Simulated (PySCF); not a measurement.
Spectrum to structure. The calculation used PySCF 2.14.0, density-fitted response routines, TDDFT CAM-B3LYP/def2-SVPD, vertical, gas phase, core orbitals frozen in the response. Geometries: PBE0-D3(BJ)/def2-SVP, one conformer each. Relativistic effects are left out although some hold elements past zinc.

```
state  E (eV)       f
   S1    2.18  0.0000
   S2    5.01   0.256
   S3    5.70  0.0013
   S4    5.73   0.099
   S5    5.81  0.0004
   S6    6.57  0.0003
```

Question: Which candidate is it? All have the formula C4H8Se.
A. `C/C=C\[Se]C`
B. `C=C[Se]CC`
C. `C/C=C/[Se]C`
D. `CCC(C)=[Se]`

Answer: D. Its S1, at 2.18 eV, is the lowest among the candidates; the nearest of the others has S1 at 4.66 eV. S1 is HOMO→LUMO (99%). Löwdin shares by element: HOMO selenium 78%, carbon 11% or more; LUMO carbon 48% or more, selenium 41%. At the same level the other candidates give, for their lowest levels:
- `C=C[Se]CC`: 4.85 eV (f 0.001); 5.48 eV (f 0.205); 5.72 eV (f 0.022); 5.97 eV (f 0.003); 6.52 eV (f 0.016); HOMO -7.27, LUMO 0.92 eV
- `C/C=C/[Se]C`: 4.68 eV (f 0.000); 5.55 eV (f 0.021); 5.64 eV (f 0.308); 5.64 eV (f 0.012); 6.40 eV (f 0.000); HOMO -7.04, LUMO 0.87 eV
- `C/C=C\[Se]C`: 4.66 eV (f 0.001); 5.43 eV (f 0.023); 5.55 eV (f 0.252); 5.64 eV (f 0.000); 6.38 eV (f 0.018); HOMO -7.01, LUMO 0.95 eV

Shape of the structure used: `[CH3:1][CH2:2][C:3]([CH3:4])=[Se:5]`: C1–C2–C3–C4 83°.
